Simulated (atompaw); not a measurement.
## An all-electron radial function and its pseudo partner (rhenium)

Columns: radius, all-electron u(r) and pseudo u(r) of the 6s shell (level -6.25 eV) of rhenium in the configuration [Kr] 4d10 4f13 5s2 5p6 5d6 6s2 6p0; LDA (PW92), scalar-relativistic, PAW (atompaw) scheme, atompaw 4.2.0.5.

```csv
r (bohr),all-electron,pseudo
0.102,-0.0611,-0.2277
0.204,-0.0445,-0.4347
0.306,0.1763,-0.6028
0.408,0.1560,-0.7187
0.510,-0.0102,-0.7750
0.612,-0.1781,-0.7713
0.713,-0.2812,-0.7138
0.815,-0.3108,-0.6119
0.917,-0.2790,-0.4794
1.019,-0.2050,-0.3307
1.121,-0.1071,-0.1790
1.223,0.0008,-0.0348
1.325,0.1091,0.0954
1.427,0.2112,0.2084
1.529,0.3036,0.3043
1.631,0.3845,0.3853
1.733,0.4534,0.4535
1.835,0.5104,0.5104
1.937,0.5563,0.5563
2.038,0.5917,0.5917
2.140,0.6184,0.6184
2.242,0.6369,0.6369
2.344,0.6484,0.6484
2.446,0.6537,0.6537
2.548,0.6539,0.6539
2.650,0.6497,0.6497
```

Question: How many radial nodes do the two functions have?

Answer: The all-electron 6s function has n − l − 1 = 5 (the table is too coarse to show those close to the nucleus); the pseudo-wave has 1, since 1 lower shell of the same l stays in the valence.

Question: At about which radius was the pseudo-wave matched?

Answer: 1.80 bohr, where the columns begin to agree (steps of 0.10 bohr).

Question: Is the pseudo-wave norm-conserving?

Answer: No, it belongs to a PAW set: the norm inside the radius is not constrained, and the difference is carried by the augmentation charge.
